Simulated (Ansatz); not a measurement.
# Computed against measured: atomisation enthalpy at 298 K

8 molecules; the atomisation enthalpy at 298 K in kJ/mol, computed less measured. Shapes, held fixed at every level: PBE0-D4/def2-TZVP. Flexible molecules stand in one conformer, not always the lowest. Thermal terms are harmonic and unscaled (PBE0-D4/def2-TZVP); the spin-orbit lowering of the free atoms is taken from their spectra. Programs: Ansatz 0.2.0. Measured values: Active Thermochemical Tables, NIST-JANAF tables.

Levels: A = HF/def2-SVP; B = PBE0/STO-3G; C = wB97X-V/def2-TZVPP; D = MP2/def2-TZVPP; E = CCSD(T)/def2-SVP.

```json
{"molecule": "Cl2 (chlorine)", "from tabulated heats": "243", "A": "-197", "B": "-27", "C": "-5", "D": "-9", "E": "-76"}
{"molecule": "HNC (hydrogen isocyanide)", "from tabulated heats": "1215", "A": "-449", "B": "-55", "C": "+1", "D": "-11", "E": "-79"}
{"molecule": "BCl3 (boron trichloride)", "from tabulated heats": "1337", "A": "-307", "B": "+208", "C": "+7", "D": "+40", "E": "-65"}
{"molecule": "PF3 (phosphorus trifluoride)", "from tabulated heats": "1513", "A": "-649", "B": "-380", "C": "+3", "D": "+8", "E": "-237"}
{"molecule": "CH3Cl (SMILES CCl)", "from tabulated heats": "1575", "A": "-416", "B": "+307", "C": "-2", "D": "-27", "E": "-93"}
{"molecule": "CH3N (methanimine)", "from tabulated heats": "1755", "A": "-578", "B": "+139", "C": "+1", "D": "-39", "E": "-108"}
{"molecule": "SiH3Cl (chlorosilane)", "from tabulated heats": "1367", "A": "-336", "B": "+405", "C": "+10", "D": "-36", "E": "-105"}
{"molecule": "N2H3 (hydrazinyl radical)", "from tabulated heats": "1374", "A": "-619", "B": "+5", "C": "+29", "D": "-65", "E": "-145"}
```

(1) Sum up the errors.

Results:

(1) 
```tsv
level	kind	mean error	mean absolute error	worst case
HF/def2-SVP	Hartree–Fock	-443.9	443.9	PF3
PBE0/STO-3G	global hybrid	+75.2	190.8	SiH3Cl
wB97X-V/def2-TZVPP	range-separated hybrid	+5.5	7.2	N2H3
MP2/def2-TZVPP	perturbation theory	-17.4	29.4	N2H3
CCSD(T)/def2-SVP	coupled cluster or CI	-113.5	113.5	PF3
```

On this set wB97X-V/def2-TZVPP has the smallest mean absolute error and HF/def2-SVP the largest. HF/def2-SVP is too low in 8 of 8; wB97X-V/def2-TZVPP is too high in 6 of 8; MP2/def2-TZVPP is too low in 6 of 8; CCSD(T)/def2-SVP is too low in 8 of 8. The heats of PF3, SiH3Cl come from older tables and can be uncertain by 10 kJ/mol or more. The tabulated value of BCl3 is in doubt (older tables, estimates, or at odds with other calculations) and kept here. Over the 7 molecules whose values aren't doubted the mean absolute errors are A 463.4; B 188.3; C 7.3; D 27.9; E 120.4. Hartree–Fock lacks correlation and underbinds. Rows in very small basis sets show the basis more than the method. Correlated wave functions converge slowly with the basis. Open shells run unrestricted. The set is small.
